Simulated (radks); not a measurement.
Yb7+, configuration [Kr] 4d10 4f11 5s2 5p3 6p1 (not the ground configuration).

Calculated with a radial shooting solver on a logarithmic mesh with Libxc functionals: non-relativistic Kohn-Sham, r2SCAN, spin-unpolarised, spherical densities, point nucleus; meta-GGA in the generalised Kohn-Sham scheme; relativity is left out, which matters for an element this heavy.

Energy parts (hartree):
| part | energy |
|---|---|
| total | -13378.9635 |
| kinetic | 13375.4886 |
| electron-nucleus | -31564.0748 |
| Hartree | 5084.6704 |
| exchange-correlation | -275.0476 |

Orbitals (lengths in bohr, moments of r in powers of bohr):
1s: occ. 2; eigenvalue (hartree) -2093.274; <r> 0.02166
2s: occ. 2; eigenvalue (hartree) -344.3470; <r> 0.09172
2p: occ. 6; eigenvalue (hartree) -329.1760; <r> 0.07769
3s: occ. 2; eigenvalue (hartree) -81.02297; <r> 0.2340
3p: occ. 6; eigenvalue (hartree) -74.10305; <r> 0.2241
3d: occ. 10; eigenvalue (hartree) -61.23901; <r> 0.1975
4s: occ. 2; eigenvalue (hartree) -19.44599; <r> 0.5234
4p: occ. 6; eigenvalue (hartree) -16.59507; <r> 0.5327
4d: occ. 10; eigenvalue (hartree) -11.45441; <r> 0.5543
5s: occ. 2; eigenvalue (hartree) -5.62177; <r> 1.179
4f: occ. 11; eigenvalue (hartree) -4.90168; <r> 0.6327
5p: occ. 3; eigenvalue (hartree) -4.72386; <r> 1.263
6p: occ. 1; eigenvalue (hartree) -2.18441; <r> 2.541

The highest occupied level is 6p at -59.441 eV. The electron density at the nucleus is 2.45e+05 e/bohr^3. The density falls to 0.001 e/bohr^3 at r = 3.64 bohr.
